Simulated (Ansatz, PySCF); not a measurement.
As2H6Si. Atoms are numbered in the order given.

```xyz
9

Si     0.0000     0.0000     1.0297
As     2.0022     0.0000    -0.2075
As    -2.0022     0.0000    -0.2075
H      0.0000    -1.2098     1.9040
H      0.0000     1.2098     1.9040
H      1.5098     1.1013    -1.1319
H      1.5098    -1.1013    -1.1319
H     -1.5098    -1.1013    -1.1319
H     -1.5098     1.1013    -1.1319
```
Charge 0, spin multiplicity 1.

Geometry: ωB97X-D3(BJ)/def2-SVP. The structure was generated by enumeration, and PubChem lists no compound with its InChIKey, so it may never have been made.

Vertical ionisation energy (IE) and electron affinity (EA) in eV. Rows of orbital energies are one-electron estimates. Where ΔSCF, EOM or ADC give a negative EA the extra electron is unbound and the value depends on the basis.

```csv
level,IE,EA
"−ε(HOMO), −ε(LUMO), PBE0/def2-TZVP (PySCF)",6.89,0.38
"−ε(HOMO), −ε(LUMO), PBE/def2-TZVP (PySCF)",(withheld),(withheld)
"ΔSCF, PBE0/def2-SVPD (Ansatz), final states of multiplicity 2 and 2",8.71,-0.93
"ΔSCF, PBE/def2-SVPD (Ansatz), final states of multiplicity 2 and 2",8.52,-0.81
```

### Question
What belongs in the gaps? (An estimate is asked for; the answer gives what the named calculation found.)

### Answer

- −ε(HOMO), −ε(LUMO), PBE/def2-TZVP (PySCF), IE: 5.89
- −ε(HOMO), −ε(LUMO), PBE/def2-TZVP (PySCF), EA: 1.15

### Question
What vertical singlet–triplet gap does ΔSCF give with PBE0/def2-SVPD (Ansatz, a quantum-chemistry and plane-wave program) and with PBE/def2-SVPD (Ansatz)? (Estimate from the structure and the level; the computed values follow.)

### Answer
4.65 and 4.38 eV (triplet above singlet where positive).
